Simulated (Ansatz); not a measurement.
Compare A (`N=[C](N)[AlH][F]`) with its isomer B (`N=C[NH][AlH][F]`).

Gas-phase electronic energies from Ansatz, PBE0-D4/def2-TZVP geometries. CCSD(T)/CBS adds triple-zeta CCSD(T) − MP2 to the extrapolated MP2 energy (def2 sets, frozen cores). DFT in def2-TZVPP. B3LYP here is the variant with VWN-RPA as its local correlation; programs differ in this. One conformer a species, not always the lowest.

A:

```xyz
9

N    -0.137    1.608   -0.357
C    -0.275    0.395    0.035
N    -1.414    0.040    0.703
Al    1.180   -0.904   -0.243
F     2.499   -0.246   -0.982
H     0.767    1.757   -0.796
H    -1.668   -0.926    0.791
H    -2.166    0.714    0.720
H     1.213   -2.438    0.128
```

B:

```xyz
9

N    -0.1863   -1.4600   -1.2694
C     0.7569   -0.8212   -0.7212
N     0.6840    0.2238    0.1901
Al   -0.7380    1.0330    0.9057
F    -2.2304    0.5034    0.4554
H    -1.1061   -1.1300   -0.9736
H     1.7804   -1.1068   -0.9797
H     1.6001    0.5501    0.4665
H    -0.5606    2.2076    1.9261
```

Task: Which is lower in electronic energy at CCSD(T)/CBS, and by how much? (Best estimate.)

Result: The calculation gave: B, by 95.1 kJ/mol.

Task: Give E(B) − E(A) in kJ/mol with LDA (SPW92), B2PLYP, ωB97M-V, CCSD/def2-TZVPP, PBE0-D4, B3LYP-D4, HF/def2-TZVPP. (Best estimate.)

Result: Computed: LDA (SPW92) -81.7, B2PLYP -94.9, ωB97M-V -91.7, CCSD/def2-TZVPP -100.4, PBE0-D4 -88.3, B3LYP-D4 -92.6, HF/def2-TZVPP -106.4. None reverses the order clearly.

Task: Does the order hold for the free energy at 298.15 K (harmonic terms from PBE0-D4)? (Best estimate.)

Result: Computed: Yes: G(B) − G(A) = -91.8 kJ/mol, for one conformer each.

Largest T1 diagnostic: 0.014.

In def2-TZVPP, CCSD(T) changes the Hartree–Fock value by +8.2 kJ/mol (the triples alone add +2.2 kJ/mol) and MP2 by +7.8 kJ/mol. From BLYP to BHLYP (50 % exact exchange), in def2-TZVPP and without D4, E(B) − E(A) moves by −11.2 kJ/mol.
